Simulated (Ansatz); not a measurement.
Z-matrix (Å, degrees):
```
B
Cl 1 1.901
C 1 1.590 2 93.8
H 1 1.200 2 111.1 3 113.8
H 1 1.200 2 111.1 3 -113.8
O 3 1.298 1 120.6 2 -88.2
O 3 1.298 1 120.6 2 88.2
H 6 0.970 3 114.8 1 170.0
H 7 0.970 3 114.8 1 -170.0
```

The species carries charge 0 and has multiplicity 1. The bonds changed during the relaxation, so this is another structure than the one it started from.

Task: List the ωB97M-V/def2-TZVPP orbital energies in eV (Ansatz). (An estimate is asked.)

Result: Ansatz gave: Occupied: -2770.50, -529.52, -529.52, -286.83, -260.88, -198.36, -198.24, -198.22, -186.82, -36.47, -34.14, -24.69, -23.49, -21.53, -18.77, -17.48, -16.56, -14.97, -14.38, -12.87, -11.87, -11.55, -9.89, -9.47. Lowest empty: 0.30, 0.51, 2.34, 3.17, 4.37, 4.44, 4.66, 5.94.
